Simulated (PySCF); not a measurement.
# C3H10NOSi: g tensor and hyperfine couplings

Compound: C₃H₁₀NOSi (doublet state).
Z-matrix (Å and degrees, GFN2-xTB geometry), rows numbered from 1:
```
C 
C   1  1.5276
O   2  1.4074  1  114.16
C   3  1.4200  2  115.17  1    71.99
Si  4  1.9025  3  103.93  2   170.79
N   5  1.7203  4  105.50  3    64.41
H   1  1.0869  2  109.43  3   171.64
H   1  1.0876  2  111.06  3   -68.49
H   1  1.0877  2  109.91  3    51.91
H   2  1.0942  1  109.72  3  -117.26
H   2  1.1017  1  109.64  3   123.53
H   4  1.0952  3  110.93  2   -67.76
H   4  1.0977  3  109.89  2    51.01
H   5  1.4681  4  109.65  3   -62.46
H   6  1.0118  5  117.30  4   -40.14
H   6  1.0071  5  120.21  4  -179.25
```

The hyperfine couplings belong to this conformer and change with its torsions.

Identity: `CCOC[SiH]N` [radical].

Computed with PySCF, UKS B3LYP, pcH-1 on C H N O Si, non-relativistic, mean-field spin-orbit, GIAO. Geometry: GFN2-xTB, one conformer, isolated molecule. Couplings are sensitive to structure, and on GFN2-xTB geometries they can be far from those on DFT ones, by a factor of two or more for some ions and for spin on atoms past the first row. Stability of the SCF solution: not tested.

```json
{
 "g1, g2, g3": "2.00216, 2.00236, 2.00318",
 "g_iso": "2.00257",
 "Form of g": "rhombic: the two nearest values differ by 20 % of g3 − g1",
 "⟨S²⟩": "0.7513 (exact 0.7500)",
 "α and β electrons": "29, 28",
 "HOMO–LUMO gap, α and β orbitals": "5.84, 5.00 eV",
 "Basis functions": "260"
}
```

Isotropic coupling and dipolar principal values T1 to T3, in MHz:

| atom | isotope | a_iso | of which spin–orbit | T1 | T2 | T3 | Mulliken spin population |
| --- | --- | --- | --- | --- | --- | --- | --- |
| C1 | 13C | -0.3 | 0.0 | -0.2 | -0.2 | 0.4 | 0.00 |
| C2 | 13C | 6.8 | 0.0 | -1.2 | -1.2 | 2.4 | 0.01 |
| O3 | 17O | -46.9 | 0.0 | -5.3 | 2.4 | 2.9 | 0.01 |
| C4 | 13C | 41.3 | 0.0 | -2.7 | -2.4 | 5.1 | 0.01 |
| Si5 | 29Si | -513.7 | 1.0 | -159.8 | 77.5 | 82.3 | 0.87 |
| N6 | 14N | 29.6 | 0.0 | -3.3 | -2.7 | 6.0 | 0.03 |
| H7 | 1H | 1.3 | 0.0 | -0.4 | -0.3 | 0.7 | 0.00 |
| H8 | 1H | 0.1 | 0.0 | -0.7 | -0.5 | 1.2 | 0.00 |
| H9 | 1H | 0.2 | 0.0 | -0.6 | -0.5 | 1.1 | 0.00 |
| H10 | 1H | 0.9 | 0.0 | -1.0 | -0.5 | 1.5 | 0.00 |
| H11 | 1H | -0.5 | 0.0 | -1.2 | -0.6 | 1.7 | 0.00 |
| H12 | 1H | -3.2 | 0.0 | -3.7 | -2.3 | 6.0 | 0.00 |
| H13 | 1H | -2.1 | 0.0 | -3.8 | -2.3 | 6.1 | 0.00 |
| H14 | 1H | 136.2 | 0.0 | -8.9 | 0.9 | 7.9 | 0.06 |
| H15 | 1H | 55.9 | 0.0 | -4.8 | -2.5 | 7.3 | 0.02 |
| H16 | 1H | -3.1 | 0.0 | -5.4 | -3.1 | 8.5 | 0.00 |

The largest Mulliken spin population is on Si5 (+0.87). The angles at Si5 add up to 332.2°, so it is pyramidal.

Under fast tumbling the dipolar parts average out, and these isotropic splittings remain: 1 × 1H (H14, I = 1/2, 2 lines) with 4.86 mT, 1 × 14N (N6, I = 1, 3 lines) with 1.06 mT, 2 × 1H (H15/H16, I = 1/2, 3 lines) with 0.94 mT and 2 × 1H (H12/H13, I = 1/2, 3 lines) with 0.09 mT.

Means are taken over nuclei equivalent by connectivity, which assumes that they swap fast. The 1H value of +26.4 MHz is a mean of couplings from -3.1 to 55.9 MHz in this one geometry, not an average over conformers.

The 17O coupling of O3 (-46.9 MHz) shows only in satellite lines or after enrichment, since that isotope makes up about 0.038 % of natural oxygen.

The 29Si coupling of Si5 (-513.7 MHz) shows only in satellite lines or after enrichment, since that isotope makes up about 4.7 % of natural silicon.

On one thread of an Arm Neoverse V1, on a shared host, this took 81 s (with the writing of density and orbital grids) and 0.92 GiB of memory at its peak.
